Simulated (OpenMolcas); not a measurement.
A run on Ti2+ among 4 point charges of -1.5 e arranged as a tetrahedron (Td), 1.9 Å from the ion.

* Program: OpenMolcas 26.06
* Method: SS-CASPT2, IPEA 0.25 Eh, imaginary shift 0.1 Eh (closed shells correlated: 3s 3p)
* Basis: ANO-RCC-VTZP [6s5p3d2f1g]
* Scalar Hamiltonian: DKH2, point nucleus
* Active space: 2 electrons in 5 orbitals (3d)
* State averaging: 2S+1 = 3 even, 10 roots; 2S+1 = 1 even, 15 roots
* Spin-orbit coupling: state interaction with AMFI integrals over the reference wave functions

First CASPT2 step and the start of its output:

```
&CASPT2
Multistate=10 1 2 3 4 5 6 7 8 9 10
NoMult
Frozen=5
IPEA=0.25
Imaginary=0.1
MaxIter=60
WThr=0.0 0.3 0.05
PrWF=0.5
NoMix
```

```
--- CASPT2 ---
Orbital specifications:
      -----------------------

      Symmetry species                           1
                                                 a
      Frozen orbitals                            5
      Inactive orbitals                          4
      Active orbitals                            5
      Secondary orbitals                        45
      Deleted orbitals                           0
      Number of basis functions                 59
Type of calculation                        SS-CASPT2
      Fock operator                              state-specific
      IPEA shift                                 0.25
      Real shift                                 0.00
      Imaginary shift                            0.10
      The input orbitals will be transformed to quasi-canonical
Reference energy:        -855.4406863519
      E2 (Non-variational):      -0.2987326507
      Shift correction:          -0.0001273290
      E2 (Variational):          -0.2988599797
      Total energy:            -855.7395463316
      Residual norm:              0.0000003461
      Reference weight:           0.95026
      Contributions to the CASPT2 correlation energy
      Active & Virtual Only:         -0.0064415891
      One Inactive Excited:          -0.0993603361
      Two Inactive Excited:          -0.1929307255
Reference energy:        -855.4318038681
      E2 (Non-variational):      -0.3031493582
      Shift correction:          -0.0005425386
      E2 (Variational):          -0.3036918968
      Total energy:            -855.7354957649
      Residual norm:              0.0000005782
      Reference weight:           0.93969
      Contributions to the CASPT2 correlation energy
      Active & Virtual Only:         -0.0098291687
...
```

Over all roots the printed reference weights run from 0.63 to 0.95, and roots that are degenerate in the reference spread by up to 4600 cm-1.

Problem. Did the run give usable levels, and if not, why?

Solution. No. The equations converged, but the reference weight falls to 0.63 for at least one root against 0.95 for the best. A drop of that size marks an intruder state, so the energies of such roots and the levels built on them can't be trusted.
